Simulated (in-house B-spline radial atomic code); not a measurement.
# KLI/ALDAx excitations of Ga3+

Method: KLI/ALDAx. Computed with an all-electron radial atomic-structure program (B-spline basis): linear response of the closed shell [Ar] 3d10 with the adiabatic LDA exchange kernel on the exchange-only KLI potential; scalar-relativistic (spin-free one-electron X2C), finite nucleus, no spin-orbit coupling, no double excitations, S, P, D and F terms only. Only terms of natural parity with L up to 3 were computed.

Command:
```bash
python run_td.py task.json out
```
Settings (radii: box in bohr, nucleus in fm):
```
Z                        31
electrons                28
configuration            [Ar] 3d10
hamiltonian              x2c
method                   kli
box_radius               23.08
rms_radius               3.9973
intervals                106
```

Time taken, with all properties: 2.4 s on 1 thread of Arm Neoverse N1, with other jobs on the host.

The lowest states, in the order of their Tamm-Dancoff energies; the method's threshold (minus the highest occupied level) is 64.98 eV. Labels give the largest channel, * marks a mixed state, and oscillator strengths are full-response dipole values. Semilocal kernels can invert the small singlet-triplet splittings of Rydberg terms. Energies in eV:

```
     state  full response  Tamm-Dancoff  oscillator strength
3d → 4s 3D         18.824        18.846                    -
3d → 4s 1D              ?             ?                    -
3d → 4p 3P         28.589        28.621                    -
3d → 4p 3F         28.901        28.915                    -
3d → 4p 1F         29.366        29.369                    -
3d → 4p 1P          30.24         30.32                0.543
3d → 4d 3S          41.69         41.73                    -
3d → 4d 3D          42.53         42.54                    -
3d → 4d 1D          42.96         42.98                    -
3d → 5s 3D          43.88         43.89                    -
3d → 5s 1D          44.06         44.06                    -
3d → 4d 1S          45.43         45.81                    -
3d → 5p 3P          47.18         47.19                    -
3d → 5p 3F          47.26         47.26                    -
3d → 5p 1F          47.39         47.39                    -
3d → 5p 1P          47.60         47.62               0.0554
3d → 4f 3P          50.83         50.83                    -
3d → 4f 3F          50.94         50.94                    -
3d → 4f 1F          50.97         50.97                    -
3d → 4f 1P          51.08         51.10                0.327
3d → 5d 3S              ?             ?                    -
3d → 5d 3D          52.29         52.30                    -
```

(1) Where does 3d → 4s 1D lie?

(2) Where does 3d → 5d 3S lie?

(3) How large is the singlet-triplet splitting of 3d → 4s (D terms) in Tamm-Dancoff?

(4) What polarisabilities and dispersion coefficient does the method give?

Results:

(1) At 19.578 eV in full response, 19.591 eV in Tamm-Dancoff.

(2) At 52.02 eV in full response, 52.03 eV in Tamm-Dancoff.

(3) 0.745 eV, from the unrounded values.

(4) Dipole 1.27 bohr³, quadrupole 2.411 bohr⁵, C6 2.788 hartree·bohr⁶ for two such species.
